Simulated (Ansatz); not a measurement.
Energy difference R1 → 2 P1, each structure at its B3LYP-D3(BJ)/def2-TZVP stationary point, reached from a drawn start (curvature not checked).
R1, H2 (SMILES [H][H]) (charge 0, multiplicity 1):
```xyz
2

H      0.0000     0.0000    -0.3720
H      0.0000     0.0000     0.3720
```
P1: H atom, charge 0, multiplicity 2.

P less R. No zero-point or thermal terms.

CBS(a, b) extrapolates the correlation energy as X⁻³ and adds the Hartree–Fock energy of set b.

Programs: Ansatz (Gaussian basis) for Hartree–Fock, density functionals and correlated methods. No computed number here is a measurement.

Task: What reaction energy does SCS-MP2/cc-pVQZ give?

Result: 455 kJ/mol

Task: Estimate the reaction energy that CCSD(T)/CBS(cc-pVTZ, cc-pVQZ) returns for this input.

Result: 458 kJ/mol

Task: Predict the reaction energy from CCSD/cc-pVDZ.

Result: 433 kJ/mol

Ansatz is a program for electronic structure.
